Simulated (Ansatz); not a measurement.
CH9BO3Si2, singlet, at a GFN2-xTB geometry, atoms displaced at random by about 0.03 Å a coordinate; R2SCAN/STO-3G, gradient run with Ansatz (a first-principles code).

Input for Ansatz:
Ansatz 0.2 input:
```yaml
crystal:
  periodic: [false, false, false]
  atoms:
    - {symbol: B, position_ang: [0.10504957, -0.03492235, 0.11944706]}
    - {symbol: O, position_ang: [1.10608303, 0.77756899, 0.35048475]}
    - {symbol: C, position_ang: [1.26170198, 2.11135691, -0.15827657]}
    - {symbol: H, position_ang: [0.35498953, 2.57040005, -0.13175524]}
    - {symbol: H, position_ang: [1.95111296, 2.64672275, 0.37558804]}
    - {symbol: H, position_ang: [1.65463411, 1.93981328, -1.16482230]}
    - {symbol: O, position_ang: [0.09709179, -1.21828047, 0.66089098]}
    - {symbol: Si, position_ang: [0.92202975, -2.12120695, 1.78598149]}
    - {symbol: H, position_ang: [2.32674140, -2.34601394, 1.23587514]}
    - {symbol: H, position_ang: [0.12377036, -3.39852362, 1.67023077]}
    - {symbol: H, position_ang: [0.97243835, -1.52902646, 2.95581339]}
    - {symbol: O, position_ang: [-0.87511207, 0.20545756, -0.77229716]}
    - {symbol: Si, position_ang: [-1.87539293, 1.11614656, -1.80583188]}
    - {symbol: H, position_ang: [-0.91924570, 1.91002310, -2.73683627]}
    - {symbol: H, position_ang: [-2.65466742, 1.99460586, -0.92531934]}
    - {symbol: H, position_ang: [-2.54381726, 0.13818879, -2.49313156]}
basis:
  gaussian:
    orbitals: STO-3G
hamiltonian:
  xc: r2scan
output: {forces: true}
```

Q: What does Ansatz print? Leave out banner, timings and long lists.

A: 
```
Functional definition: r2SCAN
677 factors; integrals over basis functions are off by at most 3.7e-5 eV
mean field evaluation 1: about -23462.5881 eV, gradient 3.4e1 eV
mean field evaluation 2: about -23461.0943 eV, gradient 4.3e1 eV
mean field evaluation 4: about -23466.1339 eV, gradient 2.3e0 eV
mean field evaluation 8: about -23466.0227 eV, gradient 6.8e-2 eV
mean field -23466.02274389 eV, -862.3604299966 hartree, gradient 3.7e-5 eV, S^2 0.000000; 0 other end points of the search recorded, 0 dependent functions left out
the calculation of the forces begins
reference -23466.02275289 eV, -862.3604303271 hartree; 36, 36 occupied and 16, 16 virtual orbitals, 677 factors
Total energy: -23466.02275289 eV, -862.3604303271 hartree
Atom 0 at     0.105050    -0.034922     0.119447 Å, force    -3.004567     0.925129    -2.806989 eV/Å
Atom 1 at     1.106083     0.777569     0.350485 Å, force     4.193816     1.687880     2.729664 eV/Å
Atom 2 at     1.261702     2.111357    -0.158277 Å, force     0.582338    -4.786972    -2.379425 eV/Å
Atom 3 at     0.354990     2.570400    -0.131755 Å, force    -3.820298     2.547710    -0.487423 eV/Å
Atom 4 at     1.951113     2.646723     0.375588 Å, force     2.765775     1.944720     2.388108 eV/Å
Atom 5 at     1.654634     1.939813    -1.164822 Å, force    -0.068277     0.993397    -0.862917 eV/Å
Atom 6 at     0.097092    -1.218280     0.660891 Å, force    -0.540226    -2.853175     1.436709 eV/Å
Atom 7 at     0.922030    -2.121207     1.785981 Å, force     0.664987    -3.145164    -5.856726 eV/Å
Atom 8 at     2.326741    -2.346014     1.235875 Å, force    -1.328737     0.075894     0.861722 eV/Å
Atom 9 at     0.123770    -3.398524     1.670231 Å, force     0.965436     0.933275     0.793471 eV/Å
Atom 10 at     0.972438    -1.529026     2.955813 Å, force     0.071406     1.803378     4.316785 eV/Å
Atom 11 at    -0.875112     0.205458    -0.772297 Å, force    -1.679548     0.545962    -1.180664 eV/Å
Atom 12 at    -1.875393     1.116147    -1.805832 Å, force     4.604827     1.513427     2.079844 eV/Å
Atom 13 at    -0.919246     1.910023    -2.736836 Å, force    -1.588167    -0.782413     0.979558 eV/Å
Atom 14 at    -2.654667     1.994606    -0.925319 Å, force    -0.175837    -0.121821    -0.617035 eV/Å
Atom 15 at    -2.543817     0.138189    -2.493132 Å, force    -1.642928    -1.281228    -1.394681 eV/Å
Dipole moment:    -0.090031     0.285636     0.001961 e Å
```
